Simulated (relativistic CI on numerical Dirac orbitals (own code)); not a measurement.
## V2+ (3d3) in a crystal field

Calculated by Dirac-Coulomb-Breit CI, orbitals from a KLI potential per configuration, QED by a radiative potential, valence Slater integrals scaled by 0.85, one configuration in a parametric crystal field (own radial code).

Field parameters in Wybourne normalisation: D3d B²₀ = −7Dσ, B⁴₀ = −14Dq − 21Dτ, B⁴₃ = −14√(10/7) Dq; D4h B²₀ = −7Ds, B⁴₀ = 21(Dq − Dt), B⁴₄ = 21√(5/14) Dq; Oh B⁴₀ = 21Dq, B⁴₄ = √(5/14) B⁴₀. The field is a parameter set, without covalency.

S and J are read from ⟨S²⟩ = S(S + 1) and ⟨J²⟩ = J(J + 1) of each level; they are not fictitious spins.

D3d, 10Dq = 13100, Dσ = 620, Dτ = -160 cm⁻¹, the lowest 10 levels:

```tsv
E (cm⁻¹)	Degeneracy	Irrep	S	J
0.0	2	Γ5+Γ6	1.50	3.46
0.9	2	Γ4	1.50	3.47
12349	2	Γ5+Γ6	1.50	3.47
12350	2	Γ4	1.50	3.42
12676	2	Γ4	1.50	3.37
12687	2	Γ4	1.50	3.47
12703	2	Γ5+Γ6	1.50	3.54
12723	2	Γ4	1.50	3.61
14685	2	Γ5+Γ6	0.51	3.97
14702	2	Γ4	0.51	4.05
```

Principal g values of the ground doublet: 0.00, 0.00, 5.90.

Oh, 10Dq = 10800 cm⁻¹, the lowest 10 levels:

```json
{"E (cm⁻¹)": "0.0", "Degeneracy": "4", "Irrep": "Γ8", "S": "1.50", "J": "3.46"}
{"E (cm⁻¹)": "10742", "Degeneracy": "2", "Irrep": "Γ7", "S": "1.50", "J": "3.16"}
{"E (cm⁻¹)": "10775", "Degeneracy": "4", "Irrep": "Γ8", "S": "1.50", "J": "3.38"}
{"E (cm⁻¹)": "10827", "Degeneracy": "4", "Irrep": "Γ8", "S": "1.50", "J": "3.63"}
{"E (cm⁻¹)": "10840", "Degeneracy": "2", "Irrep": "Γ6", "S": "1.50", "J": "3.67"}
{"E (cm⁻¹)": "14636", "Degeneracy": "4", "Irrep": "Γ8", "S": "0.50", "J": "3.99"}
{"E (cm⁻¹)": "15395", "Degeneracy": "4", "Irrep": "Γ8", "S": "0.51", "J": "4.22"}
{"E (cm⁻¹)": "15481", "Degeneracy": "2", "Irrep": "Γ6", "S": "0.51", "J": "3.82"}
{"E (cm⁻¹)": "17062", "Degeneracy": "2", "Irrep": "Γ7", "S": "1.50", "J": "2.82"}
{"E (cm⁻¹)": "17071", "Degeneracy": "4", "Irrep": "Γ8", "S": "1.50", "J": "2.87"}
```

D4h, 10Dq = 14400, Ds = 1290, Dt = 440 cm⁻¹, the lowest 10 levels:

```tsv
E (cm⁻¹)	Degeneracy	Irrep	S	J
0.0	2	Γ7	1.50	3.46
0.5	2	Γ6	1.50	3.47
9670	2	Γ7	1.50	3.00
9730	2	Γ7	1.50	3.32
9784	2	Γ6	1.50	3.59
9833	2	Γ6	1.50	3.84
14343	2	Γ7	1.42	3.53
14392	2	Γ6	1.48	3.50
14479	2	Γ6	0.52	3.98
14823	2	Γ7	1.17	3.28
```

Principal g values of the ground doublet: 1.97, 3.92, 3.92.

The free-ion ground term has S = 3/2. Every field shown keeps that spin.

Levels of this model without a field, named by their leading LS term: ⁴F3/2 0, ⁴F5/2 131, ⁴F7/2 309, ⁴F9/2 529, ⁴P1/2 12425, ²G7/2 12495, ⁴P3/2 12499, ⁴P5/2 12660 cm⁻¹.
